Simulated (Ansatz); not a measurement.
Geometry optimisation, RKS revPBE/def2-SVP in Ansatz 0.2.0.

input.yaml

```yaml
crystal:
  periodic: [false, false, false]
  atoms:
    - { symbol: B, position_ang: [-0.7984, 0.994, 0.2096] }
    - { symbol: Si, position_ang: [0.7397, -0.0376, -0.0863] }
    - { symbol: F, position_ang: [1.3946, -0.4292, 1.3902] }
    - { symbol: S, position_ang: [0.2884, -1.8221, -1.1348] }
    - { symbol: H, position_ang: [-1.4741, 1.4085, -0.7455] }
    - { symbol: H, position_ang: [-1.1898, 1.324, 1.294] }
    - { symbol: H, position_ang: [1.7402, 0.7317, -0.8796] }
    - { symbol: H, position_ang: [-0.19563, -1.07206, -2.24606] }
basis:
  gaussian: { orbitals: def2-SVP }
hamiltonian:
  xc: revpbe
relax:
  f_tol: 0.015
  max_steps: 40
```

Launched with:

```bash
$ ansatz run input.yaml --threads 1 --pin off --max-ram 2048MiB --backend cpu --events-out ev --progress --plain --runs-dir out
```

Where does it end, and by what steps?

The forces met the threshold. After 16 steps the energy has fallen by 0.670 eV; S4 moved furthest, 1.07 Å. Joined: B1–S4 (3.30 → 2.09 Å).

```csv
step,energy less start (eV),largest force component (eV/Å),accepted
0,0.0000,2.266,yes
1,-0.2492,0.986,yes
2,-0.2991,0.453,yes
3,-0.3222,0.284,yes
4,-0.3437,0.350,yes
5,-0.3609,0.355,yes
6,-0.3768,0.527,yes
7,-0.4295,0.442,yes
8,-0.5142,0.691,yes
9,-0.5964,1.096,yes
10,-0.6145,0.957,yes
11,-0.6443,0.687,yes
12,-0.4759,0.993,no
13,-0.6674,0.176,yes
14,-0.6691,0.071,yes
15,-0.6680,0.072,no
16,-0.6697,0.012,yes
```

```xyz
8
Properties=species:S:1:pos:R:3
B -0.884 0.703 -0.002
Si 1.035 0.342 0.077
F 1.824 -0.297 1.371
S -0.503 -1.204 -0.756
H -1.312 1.449 -0.861
H -1.489 0.522 1.038
H 2.068 0.476 -1.008
H -0.234 -0.893 -2.058
```

Whether the end is a true minimum wasn't checked by a vibrational analysis.

The run took 85 s on 1 thread of Intel(R) Xeon(R) Processor @ 2.50GHz (Skylake/Cascade Lake), on a shared host, peak memory 0.15 GiB.
